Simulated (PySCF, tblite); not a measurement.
Isomers of C7H7ClOS, one GFN2-xTB conformer each. Single-point energies are computed at PBE0/pcSseg-1 (PySCF, gas phase, no added dispersion term), electronic only.

Task: Rank them by PBE0/pcSseg-1 energy, lowest first (kJ/mol).
A. `[CH3:1][CH2:2][c:3]1[cH:4][s:5][c:6]([C:7](=[O:8])[Cl:9])[cH:10]1` with C1–C2–C3–C4 90°, S5–C6–C7–O8 0°
B. `[CH3:1][c:2]1[cH:3][s:4][c:5]([C:6](=[O:7])[Cl:8])[c:9]1[CH3:10]` with S4–C5–C6–O7 -179°

Result: B (0.0), A (13.3).

GFN2-xTB itself gives, in the same order: 0.0, 23.2. Both levels put the same isomer lowest.

Task: Which frontier levels, dipoles and rotational constants go with these structures?

Result: 
```tsv
SMILES	HOMO (eV, PBE0/pcSseg-1)	LUMO (eV)	dipole (D)	A, B, C (MHz)
Cc1csc(C(=O)Cl)c1C	-7.43	-2.16	4.84	1814, 741.3, 529.7
CCc1csc(C(=O)Cl)c1	-7.52	-2.33	5.06	1613, 625.6, 469.8
```

Task: What happens when harmonic zero-point energies from GFN2-xTB frequencies are added?

Result: 
```csv
SMILES,ZPE (kJ/mol),electronic (kJ/mol),with ZPE (kJ/mol)
Cc1csc(C(=O)Cl)c1C,315.0,0.0,0.0
CCc1csc(C(=O)Cl)c1,317.4,13.3,15.7
```

The zero-point energies span 2.4 kJ/mol. The order is unchanged.
